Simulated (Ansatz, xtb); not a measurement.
**Relative energy of two structures of CH4CaGe**

Structure a: a singlet given by its coordinates. Structure b: a triplet given by its coordinates. Both are isolated molecules in the gas phase, relaxed with B3LYP-D3(BJ)/def2-SVP.

a (Å):

```yaml
atoms:
  - { symbol: C, position_ang: [0.0593, -1.9981, 0.1030] }
  - { symbol: Ca, position_ang: [0.3188, 0.6541, -2.7364] }
  - { symbol: Ge, position_ang: [0.8355, -2.0301, -1.7919] }
  - { symbol: H, position_ang: [-0.3424, -3.0068, 0.3028] }
  - { symbol: H, position_ang: [0.8659, -1.8052, 0.8269] }
  - { symbol: H, position_ang: [-0.7508, -1.2757, 0.2764] }
  - { symbol: H, position_ang: [-0.6240, -1.8018, -2.5580] }
```

Close contacts (Å): C1–Ge3 2.05, Ca2–Ge3 2.89, C1–H4 1.10, C1–H5 1.10, C1–H6 1.10, Ge3–H7 1.66.

b (Å):

```xyz
7

C     0.1336   -1.7500   -0.0726
Ca   -0.8779   -0.1758   -1.8419
Ge    1.2651   -2.2286   -1.8442
H    -0.9215   -2.0898   -0.0203
H     0.6716   -2.3491    0.6768
H     0.1813   -0.7124    0.3348
H    -0.0899   -1.9579   -2.8097
```

Close contacts (Å): C1–Ca2 2.58, C1–Ge3 2.16, Ca2–Ge3 2.97, C1–H4 1.11, C1–H5 1.10, C1–H6 1.12, Ca2–H6 2.48, Ca2–H7 2.18, Ge3–H7 1.69.

Estimate which is lower in electronic energy at CCSD(T)/def2-TZVP, and by roughly how much.

The CCSD(T)/def2-TZVP calculation puts structure a lower, by 0.319 eV.

Level by level:

```
                level               geometry  E(b) − E(a) (eV)  departure from the last row (eV)  job, with rough time for the two
B3LYP-D3(BJ)/def2-SVP  B3LYP-D3(BJ)/def2-SVP              +0.232                            −0.086               optimisation, 3 min
         HF/def2-TZVP  B3LYP-D3(BJ)/def2-SVP              −0.695                            −1.014           part of the CCSD(T) run
        MP2/def2-TZVP  B3LYP-D3(BJ)/def2-SVP              +0.247                            −0.071           part of the CCSD(T) run
    CCSD(T)/def2-TZVP  B3LYP-D3(BJ)/def2-SVP              +0.319                                               single point, 2.1 min
```

HF/def2-TZVP puts the two in the other order. The largest departure from CCSD(T)/def2-TZVP is that of HF/def2-TZVP, 1.014 eV. Levels run at GFN2-xTB geometries aren't shown. The triplet state of b needn't be its ground state.

With harmonic frequencies from B3LYP-D3(BJ)/def2-SVP (ideal gas, rigid rotor, one conformer each, 298.15 K, 1 atm): the zero-point term adds +0.009 eV; ΔH is +0.313 and ΔG +0.340 eV.

Open shells are spin-unrestricted. The correlated steps freeze 15 core orbitals; the filled d shell of Ge is correlated; the last core shell of Ca is correlated, in a basis made for valence electrons. ΔG holds the spin degeneracy. Run with Ansatz 0.2.0; the last row on 1 thread of Intel(R) Xeon(R) 6975P-C (Granite Rapids) on a shared host.
